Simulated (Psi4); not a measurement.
F2, charge +1, doublet, geometry from GFN2-xTB (a state made from the parent by changing its charge; the spin is typed, not shown lowest). Base run: R2SCAN/def2-SVP (Psi4 1.11).

Input for Psi4:
```
memory 2 GB

molecule mol {
1 2
  F    -0.000000   -0.000000   -0.646773
  F     0.000000    0.000000    0.646773
}

set basis def2-svp
set reference uks

energy('r2scan')
print_variables()
```

Variants of this job, named by their change:

```csv
change,ΔE vs base (eV),point group used,SCF cycles
base,0.00,d2h,7
symmetry = c2h,0.00,c2h,7
molecule keys = no_reorient,0.00,d2h,7
molecule keys = symmetry c1,0.00,c1,7
jitter_ang = 0.002,0.00,d2h,7
symmetry = c2v,0.00,c2v,7
"molecule keys = symmetry c1, no_reorient, no_com",0.00,c1,7
```

Open shells are given as the SCF converged; they aren't shown to be the lowest states, and a large step between rows can be another state.
